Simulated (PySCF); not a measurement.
## Al₃O⁺, singlet: structure and spectrum

Method: PBE0 in PySCF with O def2-TZVP, Al def2-TZVP; no relativity; density-fitted integrals.

The structure is a minimum.

| Item | Value |
| --- | --- |
| Point group | D3h |
| Bond lengths | O–Al 1.880 Å (×3) |
| Bond angles | Al–O–Al 120.0° (×3) |
| Rotational symmetry number | 6 |
| Dipole moment about the centre of mass | 0.00 D |
| Lowest empty level | -6.67 eV |
| Entropy at 298.15 K and 1 bar | 309.1 J/(mol K) |
| Highest occupied level | -11.27 eV |
| Zero-point energy | 10.6 kJ/mol |
| Heat capacity Cp at 298.15 K | 74.5 J/(mol K) |
| Enthalpy at 298.15 K above 0 K | 17.18 kJ/mol |
| Principal quadrupole moments (Buckingham, traceless) about the centre of mass | -5.84, 2.92, 2.92 D Å |
| Principal polarisabilities | 88.4, 108.6, 108.6 bohr³ |
| Rotational constants | 0.1178, 0.1178, 0.05892 cm⁻¹ |

Harmonic modes (masses in u: O 15.995, Al 26.982):
```
symmetry  ω (cm⁻¹)  IR (km/mol, summed over degenerate members)
      e'       126                                          6.8
    a2''       197                                          0.0
     a1'       367                                          0.0
      e'       476                                          503
```

In D3h the vibrations span 2e' + a2'' + a1'. The a1' mode carries no infrared intensity, as symmetry demands.

Charges (e):
```json
{"atom": "O1", "Mulliken": "-0.42", "Löwdin": "-0.04", "polar tensor": "-0.95", "Mayer order to O1": "–"}
{"atom": "Al2,3,4", "Mulliken": "0.47", "Löwdin": "0.35", "polar tensor": "0.65", "Mayer order to O1": "0.72"}
```

Mulliken populations on O1: s 3.72, p 4.70, d 0.00, f 0.00.

This need not be the most stable arrangement of these atoms.

The final relaxation and frequency run took roughly 2 core-minutes on a shared host.
